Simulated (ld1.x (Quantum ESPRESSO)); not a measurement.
**Plane-wave convergence, TM potential for P (Z = 15)**

P (Z = 15), norm-conserving Troullier–Martins (Kleinman–Bylander form), made with ld1.x (Quantum ESPRESSO) 7.5 (PBE, scalar-relativistic). Core [Ne], reference 3s2 3p1 (charge +2). Waves: 3s (bound): rc 1.45 bohr; 3p (bound): rc 1.65 bohr. Local part: the p channel. Core correction: Bessel-smoothed model core, default radius (core density twice the valence density).

The pseudo-atom Hamiltonian at the reference potential is diagonalised in spherical Bessel functions j_l(qr) that vanish at 20 bohr, with q² up to the cutoff. All-electron valence levels (Ry): 3s -2.4957, 3p -1.7842.

**Question.** How do the lowest levels (Ry) of each channel move with the cutoff, and are there ghosts?

**Answer.**

| cutoff (Ry) | s #1 | p #1 | d #1 | f #1 | Σ f·Δε (mRy) |
| --- | --- | --- | --- | --- | --- |
| 8 | -2.3877 | -1.7763 | -0.7453 | -0.2913 | 224.0 |
| 15 | -2.4792 | -1.7825 | -0.7507 | -0.2916 | 34.8 |
| 21 | -2.4907 | -1.7836 | -0.7508 | -0.2916 | 10.7 |
| 35 | -2.4927 | -1.7841 | -0.7509 | -0.2916 | 6.2 |
| 45 | -2.4949 | -1.7842 | -0.7510 | -0.2916 | 1.7 |
| 60 | -2.4956 | -1.7842 | -0.7510 | -0.2916 | 0.3 |
| 400 | -2.4957 | -1.7842 | -0.7510 | -0.2916 | 0.0 |

Result: no extra level below or beside the all-electron valence levels (s, p, d, f tested); 10 mRy is reached at 30 Ry and 1 mRy at 50 Ry.
